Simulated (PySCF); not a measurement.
C₄H₃BrClF, SMILES C=C=C(Cl)[C@H](F)Br. The structure is a stationary point at PBE-D3(BJ)/def2-SVP. The structure was generated by enumeration; whether it is a known compound was not checked. Other conformers were not sampled.

### Question
Give the equilibrium geometry at PBE-D3(BJ)/def2-SVP (PySCF confirms it by a frequency run) as Cartesian coordinates in Å. (The exact figures need the calculation; the answer reports its results.)

### Answer
Several could match; the one computed here: 
```xyz
10

C      3.1487    -0.6089    -1.0434
C      1.9127    -0.7382    -0.6178
C      0.6652    -0.8626    -0.2048
Cl     0.2081    -1.9731     1.0694
C     -0.4796    -0.0818    -0.7873
F     -0.1079     0.5569    -1.9238
Br    -1.1448     1.2603     0.5283
H      3.5416    -1.2243    -1.8723
H      3.8380     0.1244    -0.5879
H     -1.3603    -0.7296    -0.9744
```
